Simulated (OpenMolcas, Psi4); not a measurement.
OpenMolcas → Psi4

OpenMolcas 26.06 runs this on InClF2 (SMILES [F][In]([F])[Cl]):

coord.xyz:
```
4

F      0.588200     0.614600     1.749600
In     0.046700    -0.040500     0.025100
F      0.831500    -1.720700    -0.482100
Cl    -1.410900     1.086300    -1.312800
```

run.inp:
```
&GATEWAY
  BasLib=$CurrDir
  Coord=coord.xyz
  Basis=def2-SVP
  Group=NoSym

&SEWARD
  GridInput
  Grid=UltraFine
  End of Grid

&SCF
  KSDFT=2
  1.0 MGGA_X_TPSS
  1.0 MGGA_C_TPSS
  Thresholds=1e-10 1e-07 1e-07 1e-05
  PrOrbitals=1 2

&ALASKA
```

```bash
$ export MOLCAS_MEM=1860
$ pymolcas run.inp > run.log
```

(Basis files named in the input come from the Basis Set Exchange and aren't shown.)

Geometry: relaxed at PBE0-D4/def2-TZVP.

It gives a total energy of -849.757053 Eh.

How is this level of theory, on these atoms, set up in Psi4 1.11 as a Python script, asking for the energy?

For example:

calc.py:
```python
import psi4

psi4.set_memory('2200 MB')
psi4.set_num_threads(1)
psi4.set_output_file('output.dat', False)

molecule = psi4.geometry("""
F      0.588200     0.614600     1.749600
In     0.046700    -0.040500     0.025100
F      0.831500    -1.720700    -0.482100
Cl    -1.410900     1.086300    -1.312800
symmetry c1
""")

psi4.set_options({
    'basis': 'def2-SVP',
    'reference': 'rks',
    'puream': True,
    'e_convergence': 1e-09,
    'd_convergence': 1e-08,
    'scf_type': 'pk',
    'dft_radial_points': 99,
    'dft_spherical_points': 590,
})

e, wfn = psi4.energy('TPSS', return_wfn=True)
psi4.oeprop(wfn, 'MULLIKEN_CHARGES', 'DIPOLE', 'LOWDIN_CHARGES')
print('E =', round(e, 9))
for k, v in sorted(psi4.core.scalar_variables().items()):
    print(f'{k:45s} {v:18.10f}')
```

```bash
$ python calc.py
```

Its energy is -849.757024 Eh, 0.029 mEh from the first; the programs' integration grids differ.
